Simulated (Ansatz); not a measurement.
`[OH][GeH]([OH])[Cl]` → `[OH][Ge][Cl]` + H₂O at 600 K and 1 bar (germylene formation by 1,1-elimination).

Calculated with Ansatz (gas phase, PBE0-D4/def2-TZVP geometries, no zero-point term in ΔE). CCSD(T)/CBS adds triple-zeta CCSD(T) − MP2 to the extrapolated MP2 energy (def2 sets, frozen cores). This one scheme is used for every species. For Ge outer-core shells are correlated without core-valence functions, which leaves a few kJ/mol of doubt a bond. Scalar relativity is left out up to krypton. Each species was taken in one conformer, which may not be the lowest.

| species | CCSD(T)/CBS energy (Eh) | H − E (kJ/mol) | S (J/(mol·K)) |
| --- | --- | --- | --- |
| `[OH][GeH]([OH])[Cl]` | -2688.14170 | 149.4 | 411.5 |
| `[OH][Ge][Cl]` | -2611.73425 | 71.6 | 337.8 |
| H₂O | -76.37941 | 76.8 | 212.8 |

H − E and S are ideal-gas, rigid-rotor, harmonic terms from PBE0-D4/def2-TZVP, for one conformer and one mirror image of each species. 1 Eh = 2625.50 kJ/mol, R = 8.31446 J/(mol·K).

**Question.** By hand: ΔE, ΔH, ΔS and ΔG.

**Answer.** ΔE = (-2611.73425) + (-76.37941) − (-2688.14170) = 0.02804 Eh = 73.6 kJ/mol. Δ(H − E) = 71.6 + 76.8 − 149.4 = -1.0, so ΔH = 72.6 kJ/mol. ΔS = 337.8 + 212.8 − 411.5 = 139.1 J/(mol·K). ΔG = 72.6 − 600 × (139.1)/1000 = -10.9 kJ/mol.

**Question.** By hand: the equilibrium constant, and the temperature at which ΔG would vanish if ΔH and ΔS stayed fixed.

**Answer.** log₁₀ K = −ΔG/(RT ln 10) = 0.9. ΔG = 0 at ΔH/ΔS = 522 K.

The number of gas molecules changes by +1, which sets the sign of ΔS. A doubt of 5 kJ/mol in ΔE shifts log₁₀ K by 0.4 here. Other conformers and mirror images would add mixing entropy, several J/(mol·K) or more a flexible species. These are equilibria of isolated gas molecules and say nothing of rates. Largest T1 diagnostic: 0.014 (customary marks: 0.02 for closed shells, 0.045 for open ones).
